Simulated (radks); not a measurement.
The numbers below are computed, except where a source is named.
Problem. Coherent X-ray form factor from a spherical all-electron density. Code: a radial shooting solver on a logarithmic mesh with Libxc functionals. Model: scalar-relativistic Kohn-Sham, PBEsol, spin-polarised, spherical densities, finite nucleus; Fermi nuclear charge, rms radius of each element as measured or else 0.836 A^(1/3) + 0.57 fm.

| sin(theta)/lambda (1/angstrom) | f0 (electrons) |
|---|---|
| 0.05 | 60.363 |
| 0.1 | 58.560 |
| 0.15 | 55.876 |
| 0.2 | 52.678 |
| 0.25 | 49.308 |
| 0.3 | 46.022 |
| 0.4 | 40.188 |
| 0.5 | 35.437 |
| 0.6 | 31.512 |
| 0.8 | 25.335 |
| 1 | 20.969 |
| 1.25 | 17.487 |
| 1.5 | 15.203 |
| 2 | 11.581 |

The species is in the configuration that NIST lists as its ground one. Which atom or ion scatters so?

Solution. The gadolinium ion Gd3+, [Xe] 4f7. Extrapolating in s^2 from the first two rows gives f0(0) = 61.0, near the electron count 61; among species with that count, the fall with angle is slower the higher Z, and the table is that of Z = 64; from so few rows the species is fixed only to a neighbour or two.
